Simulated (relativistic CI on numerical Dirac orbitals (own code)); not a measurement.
## Xe XXXVII: what numerical and physical settings do to a radial Dirac CI calculation

Reference input:

```
atom Xe  Z=54  charge=36  electrons=18
nucleus A=132  rms_radius_fm=4.7859
hamiltonian dirac-coulomb  breit=on  qed=on  c_scale=1
orbitals kli  potential=per-configuration
slater_scale 1
correlation none
mixing on
grid step=0.0125 r_max=3.3
scf mixing=0.4 start=green max_iterations=150 tolerance=2e-08 node_fill=0.05
configurations
  [Ne] 3s2 3p6
end
```

Computed lowest total energy -6416.21615 Ha, 9 SCF steps. Runs with settings changed; * marks those that are bad on purpose:

```csv
Changed,Outcome,Lowest level,ΔE (Ha),First excitation (cm⁻¹),SCF steps,Message
"iteration limit 20, node fill of the KLI weights 0.2",converged,3p6 1S_0,-0.00793,,9,
"SCF mixing 0.2, end of the grid at 2.31 bohr, Breit term off",converged,3p6 1S_0,-5.32,,11,
SCF mixing 0.05,converged,3p6 1S_0,-5.34e-09,,12,
Breit term off,converged,3p6 1S_0,-5.32,,9,
nuclear radius 4785.9 fm *,converged,3p6 1S_0,3160,,9,
charge 38 *,refused,,,,0,"configuration [Ne] 3s2 3p6 has 18 electrons, the ion has 16"
```
